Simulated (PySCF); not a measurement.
# Ionisation energy of O⁺ by level of theory

O⁺ [He] 2s2 2p3 (4S) → O²⁺ [He] 2s2 2p2 (3P), as a difference of total energies. Calculation: PySCF 2.14, in cc-pVTZ-DK; scalar relativity by spin-free X2C-1e. Correlated levels: valence: 1s2 frozen. The calculations carry no spin-orbit coupling.

| method | ionisation energy (eV) |
| --- | --- |
| UHF | 34.558 |
| PBE | 35.270 |
| M06-L | 35.338 |
| CCSD (valence) | 35.002 |
| CCSD(T) (valence) | 35.010 |

Task: Estimate what SCS-MP2 (valence) gives.

Result: 34.925 eV, closest to CCSD (valence) among the rows shown.

Task: Estimate what MP2 (valence) gives.

Result: 35.180 eV, closest to PBE among the rows shown.

Errors of the correlated levels include the incompleteness of this basis and the frozen core.

For comparison: 35.121 eV (measured; NIST Atomic Spectra Database, ionization energies).
